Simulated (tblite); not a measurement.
A geometry optimisation, step by step.

Compound: C5H15AsGe.
Bonds: C1–C2, C2–C3, C3–C4, C3–C5, C3–Ge6, Ge6–As7. Hydrogens: H8, H9, H10 on C1; H11, H12 on C2; H13, H14, H15 on C4; H16, H17, H18 on C5; H19, H20 on Ge6; H21, H22 on As7.

Computed with GFN2-xTB (tblite), gas phase: L-BFGS steps from a force-field or distance-geometry start until the largest atomic force falls under 0.01 eV/Å. 4 of its 49 geometries are shown.

Step 0: E = -616.1551 eV, largest atomic force 1.323 eV/Å
```
atom  x, y, z in Å  |  force x, y, z in eV/Å
C1     -2.095    1.005    1.145   -0.675   0.440   0.196
C2     -0.620    0.652    1.177    0.365  -0.480   0.463
C3     -0.137   -0.337    0.082   -1.159   0.217  -0.158
C4     -0.868   -1.681    0.173   -0.245  -0.296   0.530
C5     -0.344    0.260   -1.319   -0.142   0.081  -0.268
Ge6     1.768   -0.657    0.337    1.291   0.204   0.202
As7     3.005    1.395    0.125    0.396  -0.206  -0.379
H8     -2.730    0.114    1.296    0.327   0.458  -0.187
H9     -2.364    1.503    0.193    0.079  -0.350   0.569
H10    -2.332    1.715    1.976    0.196  -0.508  -0.652
H11    -0.035    1.591    1.110   -0.074  -0.305  -0.096
H12    -0.398    0.205    2.186   -0.067   0.251  -0.766
H13    -0.431   -2.416   -0.522   -0.119   0.324   0.241
H14    -1.941   -1.591   -0.069    0.423   0.007   0.108
H15    -0.777   -2.095    1.210   -0.083   0.306  -0.818
H16     0.113    1.272   -1.381   -0.279  -0.563   0.024
H17     0.131   -0.386   -2.090   -0.249   0.365   0.470
H18    -1.422    0.340   -1.579    0.674  -0.014   0.186
H19     2.273   -1.659   -0.722   -0.163  -0.082   0.337
H20     2.010   -1.251    1.758   -0.068  -0.050  -0.470
H21     2.817    1.411   -1.420    0.219  -0.142   0.598
H22     4.364    0.630    0.033   -0.648   0.342  -0.130
```

Step 16: E = -616.3916 eV, largest atomic force 0.048 eV/Å
```
atom  x, y, z in Å  |  force x, y, z in eV/Å
C1     -2.102    1.008    1.146    0.010  -0.007  -0.004
C2     -0.624    0.634    1.168   -0.010   0.011   0.010
C3     -0.163   -0.336    0.077   -0.030   0.008  -0.001
C4     -0.882   -1.675    0.179   -0.007  -0.004  -0.003
C5     -0.367    0.257   -1.312    0.004   0.001  -0.008
Ge6     1.819   -0.616    0.340    0.023  -0.010  -0.011
As7     3.041    1.430    0.131    0.023   0.015  -0.005
H8     -2.728    0.130    1.280    0.000   0.007  -0.006
H9     -2.370    1.489    0.208   -0.006   0.000   0.011
H10    -2.318    1.702    1.956    0.004  -0.005  -0.015
H11    -0.032    1.556    1.079    0.008   0.003  -0.010
H12    -0.391    0.191    2.141    0.004  -0.011   0.017
H13    -0.446   -2.389   -0.517   -0.005   0.000  -0.011
H14    -1.940   -1.575   -0.060   -0.006   0.002   0.005
H15    -0.787   -2.081    1.185   -0.005  -0.007   0.009
H16     0.088    1.249   -1.369    0.000   0.010  -0.007
H17     0.103   -0.380   -2.061   -0.003  -0.010  -0.017
H18    -1.422    0.348   -1.566   -0.004  -0.004   0.026
H19     2.262   -1.710   -0.624    0.014  -0.036  -0.029
H20     2.038   -1.292    1.688   -0.009   0.020   0.022
H21     2.877    1.391   -1.363    0.009   0.000   0.021
H22     4.336    0.688   -0.010   -0.014   0.017   0.006
```

Step 32: E = -616.3934 eV, largest atomic force 0.023 eV/Å
```
atom  x, y, z in Å  |  force x, y, z in eV/Å
C1     -2.093    1.007    1.144   -0.002   0.003  -0.001
C2     -0.616    0.630    1.165   -0.012   0.002  -0.005
C3     -0.163   -0.342    0.072   -0.014   0.002  -0.004
C4     -0.889   -1.677    0.177    0.004  -0.007   0.000
C5     -0.378    0.253   -1.314    0.002   0.005  -0.003
Ge6     1.822   -0.621    0.328    0.021  -0.007   0.007
As7     3.038    1.434    0.139   -0.012   0.009   0.006
H8     -2.721    0.130    1.276    0.001   0.006   0.009
H9     -2.362    1.490    0.208    0.003   0.005   0.002
H10    -2.308    1.701    1.954    0.001  -0.004   0.002
H11    -0.022    1.551    1.073    0.004  -0.008   0.004
H12    -0.383    0.186    2.139    0.008   0.002  -0.007
H13    -0.465   -2.391   -0.528   -0.003   0.003  -0.013
H14    -1.948   -1.567   -0.052    0.006  -0.014   0.011
H15    -0.786   -2.089    1.179   -0.009   0.002   0.008
H16     0.083    1.242   -1.377    0.003   0.004  -0.016
H17     0.076   -0.388   -2.071   -0.006   0.003  -0.002
H18    -1.436    0.351   -1.551    0.004  -0.003   0.000
H19     2.272   -1.735   -0.615    0.001   0.007   0.005
H20     2.030   -1.263    1.696   -0.002  -0.005   0.001
H21     2.895    1.408   -1.355    0.005  -0.001  -0.006
H22     4.342    0.709    0.010   -0.003  -0.005   0.003
```

Step 48: E = -616.3941 eV, largest atomic force 0.009 eV/Å
```
atom  x, y, z in Å  |  force x, y, z in eV/Å
C1     -2.088    1.013    1.149    0.006  -0.004  -0.002
C2     -0.613    0.627    1.159    0.004   0.001   0.001
C3     -0.166   -0.345    0.064   -0.003   0.001   0.000
C4     -0.889   -1.681    0.173    0.002   0.002  -0.001
C5     -0.385    0.248   -1.323    0.000  -0.003   0.001
Ge6     1.820   -0.620    0.326    0.003  -0.002  -0.001
As7     3.024    1.442    0.143   -0.002   0.005   0.001
H8     -2.719    0.139    1.282   -0.004   0.006   0.000
H9     -2.359    1.502    0.216   -0.001   0.000   0.005
H10    -2.292    1.705    1.963   -0.001  -0.006  -0.005
H11    -0.014    1.545    1.068    0.003   0.004  -0.004
H12    -0.376    0.179    2.130   -0.001   0.000   0.004
H13    -0.474   -2.392   -0.540   -0.002   0.001   0.001
H14    -1.952   -1.573   -0.039    0.004  -0.003   0.005
H15    -0.772   -2.095    1.174   -0.007  -0.003  -0.004
H16     0.085    1.232   -1.395   -0.004  -0.004   0.000
H17     0.056   -0.400   -2.082    0.000   0.000   0.001
H18    -1.445    0.355   -1.551    0.004   0.002   0.001
H19     2.289   -1.735   -0.607   -0.006   0.004  -0.001
H20     2.020   -1.257    1.698   -0.001  -0.002  -0.004
H21     2.909    1.408   -1.353   -0.001  -0.003  -0.003
H22     4.332    0.720    0.040    0.007   0.002   0.005
```

**Question.** Summarise the path.

**Answer.** The energy falls by 23.06 kJ/mol from step 0 to step 48; nine tenths of that is first reached at step 5. It falls at every step. The largest force goes from 1.323 to 0.009 eV/Å. Among the bonds C3–Ge6 changes most, from 1.949 to 2.022 Å; the atoms move by 0.062 Å rms after alignment.

What follows is the cost of the whole relaxation. Hardware: an Arm Neoverse V1 with one thread, on a shared host. Cost: 0.42 s wall.
